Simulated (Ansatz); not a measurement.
Cost and result for the atomization energy of GeH$_{7}$NSi$_{2}$, SMILES `[SiH3][N]([SiH3])[GeH]` (11 atoms, 10 bonds).

```xyz
11

Si    0.070    1.195    0.796
N     0.237   -0.379    0.058
Si   -0.709   -0.815   -1.337
Ge    1.440   -1.585    0.788
H     1.354    1.939    0.759
H    -0.946    1.965    0.022
H    -0.393    1.079    2.201
H    -0.340   -2.202   -1.723
H    -2.163   -0.753   -1.032
H    -0.437    0.107   -2.472
H     1.886   -0.551    1.940
```

Total charge 0; spin multiplicity 1. Correlated methods include outer-core shells of Ge, which these sets cover unevenly. Scalar relativity is left out up to krypton. The structure was optimised at the PBE0-D4/def2-TZVP level. Program: Ansatz. All runs use 4 threads of an Arm Neoverse V2 on a shared host. Times are those of one run each, without the atoms' runs, and a repeat can differ threefold. Electronic energies, without spin–orbit coupling; frozen cores. CCSD(T)/CBS adds CCSD(T) − MP2 in def2-TZVPP to the MP2 limit, and its time is that of the two runs behind it. T1 = 0.014. With those shells the extrapolation isn't a true limit. B3LYP takes the VWN-RPA correlation (the form of Gaussian; ORCA's B3LYP/G). HSE06 is the plane-wave form, built on full-range PBE exchange.

CCSD(T)/CBS is a level of theory with its own doubt, some kJ/mol a heavy atom from the limit and from the frozen cores, so smaller differences don't rank the functionals.

| level | functions | wall time | atomization (kcal/mol) | difference from CCSD(T)/CBS | per bond |
| --- | --- | --- | --- | --- | --- |
| revPBE-D4/def2-TZVPP | 261 | 3.2 s | 773.1 | -21.9 | -2.2 |
| HSE06-D4/def2-TZVPP | 261 | 4.8 s | 778.4 | -16.6 | -1.7 |
| CAM-B3LYP-D4/def2-TZVPP | 261 | 4.9 s | 795.5 | 0.5 | 0.0 |
| PBE0-D4/def2-TZVPP | 261 | 4.9 s | 778.2 | -16.8 | -1.7 |
| B3LYP-D4/def2-TZVPP (with forces) | 261 | 7 s | 793.7 | -1.3 | -0.1 |
| CCSD(T)/def2-SVP | 117 | 7 s | 731.0 | -64.0 | -6.4 |
| B2PLYP/def2-TZVPP | 261 | 8 s | 780.5 | -14.5 | -1.5 |
| PBE-QIDH/def2-TZVPP | 261 | 9 s | 776.6 | -18.4 | -1.8 |
| B97M-V/def2-TZVPP | 261 | 10 s | 795.2 | 0.2 | 0.0 |
| ωB97X-V/def2-TZVPP | 261 | 10 s | 799.2 | 4.2 | 0.4 |
| MP2/def2-QZVPP | 496 | 25 s | 782.6 | -12.4 | -1.2 |
| CCSD(T)/def2-TZVPP | 261 | 2.7 min | 771.6 | -23.4 | -2.3 |
| CCSD(T)/CBS(def2) | – | 3.1 min | 795.0 | 0.0 | 0.0 |

From r2SCAN to r2SCAN0 (25 % exact exchange), in def2-TZVPP and without D4, the atomization energy moves by −9.1 kcal/mol: exact exchange takes away binding that semilocal exchange gives to molecules. The D4 term adds +12.3 kcal/mol with B3LYP and +6.4 kcal/mol with PBE0; it sums over pairs of atoms, weighted by their polarisabilities, and B3LYP, whose exchange is more repulsive, gets the larger term. At CCSD(T), def2-SVP lies −64.0 kcal/mol from the extrapolated value and def2-TZVPP −23.4 kcal/mol: correlation converges slowly with the basis, and small sets miss more of it in the bonded molecule than in its fragments.
